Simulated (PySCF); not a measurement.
Harmonic spectrum computed at PBE0 in the def2-TZVP basis family (core potentials from Rb on, PySCF, no spin–orbit coupling):

```json
{"symmetry": "πu", "ω (cm⁻¹)": "183", "IR (km/mol, summed over degenerate members)": "304"}
{"symmetry": "σg+", "ω (cm⁻¹)": "765", "IR (km/mol, summed over degenerate members)": "0.0"}
{"symmetry": "σu+", "ω (cm⁻¹)": "1172", "IR (km/mol, summed over degenerate members)": "158"}
```

Problem. Which molecule gave it? In each, all ligands are bound to the one heavy central atom.
A. AlF₂⁺ (singlet)
B. RhF₂⁺ (quintet)
C. GaF₂⁺ (singlet)
D. ClF₂⁺ (singlet)

Solution. A. It has D∞h symmetry with Al–F 1.586 Å (×2).
